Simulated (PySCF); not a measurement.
F₃Ga, charge -1, multiplicity 2. Atoms are numbered in the order given.

```xyz
4

Ga     0.0000     0.0000    -0.3203
F      1.4840    -0.8568     0.3678
F     -1.4840    -0.8568     0.3678
F      0.0000     1.7136     0.3678
```
Charge -1, spin multiplicity 2.

Coordinates come from a B3LYP-D3(BJ)/def2-SVPD optimisation. The spin state was assumed, not searched. The isomer is the one that the SMILES or the coordinates give; other isomers of the formula were not compared.

The numbers are results of PBE0/def2-TZVPD (PySCF), not measurements.

Mulliken values depend strongly on the basis, most of all with diffuse functions as here. ESP charges are fitted to the potential on shells at 1.4 to 2.0 van der Waals radii. Atomic charges (e):

```json
[
 {"atom": "Ga1", "ESP fit": "0.04", "Mulliken": "0.41", "Mulliken spin": "0.90"},
 {"atom": "F2", "ESP fit": "-0.34", "Mulliken": "-0.47", "Mulliken spin": "0.03"},
 {"atom": "F3", "ESP fit": "-0.34", "Mulliken": "-0.47", "Mulliken spin": "0.03"},
 {"atom": "F4", "ESP fit": "-0.35", "Mulliken": "-0.47", "Mulliken spin": "0.03"}
]
```
